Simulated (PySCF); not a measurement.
Structure with atom numbers: `[CH3:1][O:2][c:3]1[cH:4][cH:5][cH:6][c:7]([C:8](=[O:9])[F:10])[cH:11]1`. Each H is labelled by its parent atom.

[PySCF 2.14: B97-2/pcSseg-2 with gauge-including orbitals; spin–spin couplings from B3LYP/pcJ-1 (spin–dipole term only in couplings to heteroatoms); geometry: PBE0-D3(BJ)/def2-SVP; one conformer; gas phase; rapidly exchanging positions averaged; non-relativistic]

**Question.** Predict the 2D correlation tables (HSQC, COSY, HMBC).

**Answer.** 

HSQC (one-bond C–H):
```tsv
δH	δC	1J(C,H) (Hz)
7.87 (H(C11))	118.7 (C11)	171
7.81 (H(C6))	129.8 (C6)	175
7.53 (H(C5))	135.9 (C5)	169
7.37 (H(C4))	131.0 (C4)	170
3.79 (H(C1))	56.0 (C1)	149
```

COSY cross peaks (|J| ≥ 2 Hz):
```tsv
δH	δH	abs. J (Hz)	bonds
7.87 (H(C11))	7.37 (H(C4))	2.7	4
7.81 (H(C6))	7.53 (H(C5))	8.5	3
7.53 (H(C5))	7.37 (H(C4))	9.3	3
```

HMBC (two and three bonds, |J| ≥ 2.5 Hz):
```tsv
δH	δC [abs. J in Hz]
7.87 (H(C11))	165.4 (C8) [5.4], 131.0 (C4) [5.6], 129.8 (C6) [5.8]
7.81 (H(C6))	165.4 (C8) [5.3], 131.0 (C4) [8.3], 118.7 (C11) [6.6]
7.53 (H(C5))	167.0 (C3) [10.2], 133.8 (C7) [9.0]
7.37 (H(C4))	167.0 (C3) [3.0], 129.8 (C6) [8.6], 118.7 (C11) [4.8]
3.79 (H(C1))	167.0 (C3) [4.9]
```

Scale: 1H (31.36 ppm), 13C (183.46 ppm) vs TMS (reference shieldings calculated alike).

Short H···H contacts in this conformer between protons four or more bonds apart (candidates for NOE cross peaks, intensity ∝ r⁻⁶): H(C1)···H(C11) 2.34 Å.

Common functionals overestimate the size of one-bond C–F couplings by tens of Hz; these are unscaled. Unscaled 3J(H,H) at this level run about 10 % above measured values. Shifts are as computed. Against solution values, carbons near 30 ppm lie about +4 ppm off and those near 130 ppm about +7 ppm. Of 1211 compounds with measured shifts, 218 miss one by over three times the rms of a fit or turn the order of signals round; such compounds aren't used in these exercises.
